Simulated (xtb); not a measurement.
xtb input (GFN1-xTB):

```bash
xtb mol.xyz --gfn 1 --sp --chrg -1 --uhf 0
```
mol.xyz:
```
8

O      0.61202224    -1.52382824    -0.76630444
Si     0.00794020    -0.03611167    -0.27518751
O     -1.48579126     0.06534491    -1.03537462
O      0.95742894     1.07800181    -1.09776507
S     -0.05041637     0.22929133     1.74730535
H      1.09248456    -1.90603433    -0.02672774
H     -2.16609536    -0.04363707    -0.36514445
H      1.09983045     1.83042564    -0.51683529
```

End of the output:

```
         :::::::::::::::::::::::::::::::::::::::::::::::::::::
         ::                     SUMMARY                     ::
         :::::::::::::::::::::::::::::::::::::::::::::::::::::
         :: total energy             -21.711025236898 Eh    ::
         :: gradient norm              0.037024555372 Eh/a0 ::
         :: HOMO-LUMO gap              6.006448759096 eV    ::
         ::.................................................::
         :: SCC energy               -21.818162695925 Eh    ::
         :: -> electrostatic           0.286451736356 Eh    ::
         :: repulsion energy           0.109892981340 Eh    ::
         :: dispersion energy         -0.002755522313 Eh    ::
         :: halogen bond corr.         0.000000000000 Eh    ::
         :: add. restraining           0.000000000000 Eh    ::
         :: total charge              -1.000000000000 e     ::
         :::::::::::::::::::::::::::::::::::::::::::::::::::::

           -------------------------------------------------
          |                Property Printout                |
           -------------------------------------------------

    * Orbital Energies and Occupations

         #    Occupation            Energy/Eh            Energy/eV
      -------------------------------------------------------------
         1        2.0000           -0.5496443             -14.9566
       ...           ...                  ...                  ...
         4        2.0000           -0.5350533             -14.5595
         5        2.0000           -0.4058006             -11.0424
         6        2.0000           -0.3737384             -10.1699
         7        2.0000           -0.3737384             -10.1699
         8        2.0000           -0.3391739              -9.2294
         9        2.0000           -0.3188589              -8.6766
        10        2.0000           -0.3188589              -8.6766
        11        2.0000           -0.2952360              -8.0338
        12        2.0000           -0.2952360              -8.0338
        13        2.0000           -0.2722501              -7.4083
        14        2.0000           -0.2015130              -5.4834
        15        2.0000           -0.1517347              -4.1289
        16        2.0000           -0.1517347              -4.1289 (HOMO)
        17                          0.0689982               1.8775 (LUMO)
Note: The following floating-point exceptions are signalling: IEEE_DENORMAL
normal termination of xtb
        18                          0.0875011               2.3810
        19                          0.0875011               2.3810
        20                          0.1840076               5.0071
        21                          0.1928667               5.2482
        22                          0.1928667               5.2482
        23                          0.2763018               7.5186
        24                          0.2763018               7.5186
        25                          0.2955804               8.0432
        26                          0.3311004               9.0097
        27                          0.3311004               9.0097
       ...                                ...                  ...
        36                          1.4191135              38.6160
      -------------------------------------------------------------
                  HL-Gap            0.2207329 Eh            6.0064 eV
             Fermi-level           -0.0413683 Eh           -1.1257 eV

  Mulliken/CM5 charges         n(s)   n(p)   n(d)
     1O    -0.57430 -0.74419   1.668  4.906  0.000
     2Si    0.44306  0.37274   0.830  1.516  1.211
     3O    -0.57430 -0.74419   1.668  4.906  0.000
     4O    -0.57430 -0.74419   1.668  4.906  0.000
     5S    -0.59427 -0.56378   1.891  4.717 -0.014
     6H     0.29137  0.47454   0.709  0.000  0.000
     7H     0.29137  0.47454   0.709  0.000  0.000
     8H     0.29137  0.47454   0.709  0.000  0.000

Wiberg/Mayer (AO) data.
largest (>0.10) Wiberg bond orders for each atom

 ---------------------------------------------------------------------------
     #   Z sym  total        # sym  WBO       # sym  WBO       # sym  WBO
 ---------------------------------------------------------------------------
     1   8 O    2.100 --     2 Si   1.143     6 H    0.878
     2  14 Si   5.297 --     5 S    1.770     1 O    1.143     3 O    1.143
                             4 O    1.143
     3   8 O    2.100 --     2 Si   1.143     7 H    0.878
     4   8 O    2.100 --     2 Si   1.143     8 H    0.878
     5  16 S    2.008 --     2 Si   1.770
     6   1 H    0.954 --     1 O    0.878
     7   1 H    0.954 --     3 O    0.878
     8   1 H    0.954 --     4 O    0.878
 ---------------------------------------------------------------------------

Topologies differ in total number of bonds
Writing topology from bond orders to xtbtopo.mol

 dipole moment from electron density (au)
     X       Y       Z
  -0.0075   0.0341   0.2602  total (Debye):    0.667

           -------------------------------------------------
          | TOTAL ENERGY              -21.711025236898 Eh   |
          | GRADIENT NORM               0.037024555372 Eh/α |
          | HOMO-LUMO GAP               6.006448759096 eV   |
           -------------------------------------------------

------------------------------------------------------------------------
------------------------------------------------------------------------
 total:
 SCF:
```

It need not be the lowest isomer of its formula. Whether it binds its extra electron was not tested at this geometry.
